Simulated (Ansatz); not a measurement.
C3H6F2Si can be A, `C=CC[SiH](F)F`, or B, `C[SiH2]/C(F)=C\F`.

Gas-phase electronic energies from Ansatz, PBE0-D4/def2-TZVP geometries. CBS: MP2 limit from def2 TZ/QZ plus the TZ coupled-cluster correction, frozen cores. DFT in def2-TZVPP. B3LYP here is the variant with VWN-RPA as its local correlation; programs differ in this. One conformer a species, not always the lowest.

(1) Which isomer does CCSD(T)/CBS put lower? Give the gap. (Estimate.)

(2) Give E(B) − E(A) in kcal/mol with B3LYP-D4, B3LYP, HF/def2-TZVPP, CCSD/def2-TZVPP, CCSD(T)/def2-TZVPP, MP2/def2-TZVPP, B2PLYP. (An estimate is asked.)

Largest T1 diagnostic: 0.012.

Results:

(1) Computed: A, by 104.4 kcal/mol.

(2) Ansatz gave: B3LYP-D4 98.6, B3LYP 98.1, HF/def2-TZVPP 105.1, CCSD/def2-TZVPP 103.4, CCSD(T)/def2-TZVPP 102.4, MP2/def2-TZVPP 107.3, B2PLYP 101.8. None reverses the order clearly.

From PBE to PBE0 (25 % exact exchange), in def2-TZVPP and without D4, E(B) − E(A) moves by +4.2 kcal/mol.
